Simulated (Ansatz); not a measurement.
C₂H₃BF₂, SMILES `F[C@H]1B[C@@H]1F` at its PBE0-D4/def2-TZVP geometry, where that method's forces vanish. Charge 0, multiplicity 1.

```xyz
8

F    -1.8750    0.1029    0.6921
C    -0.7000   -0.3367    0.1577
B     0.1647    0.1073   -1.0436
C     0.6078    0.2765    0.4272
F     1.5771   -0.2971    1.1957
H    -0.6459   -1.4361    0.1523
H     0.3480    0.2270   -2.2055
H     0.5234    1.3562    0.6240
```

**Question.** What forces (eV/Å) does ωB97M-V/def2-TZVPP give on these atoms in the Gaussian-basis code of Ansatz? (An estimate is asked.)

**Answer.** The calculation gave: 
```
F1  -0.212  0.124  0.094
C2   0.144 -0.287 -0.105
B3   0.038  0.025 -0.238
C4  -0.114  0.307 -0.084
F5   0.177 -0.147  0.127
H6   0.010  0.092  0.022
H7  -0.029 -0.019  0.185
H8  -0.013 -0.094 -0.001
```
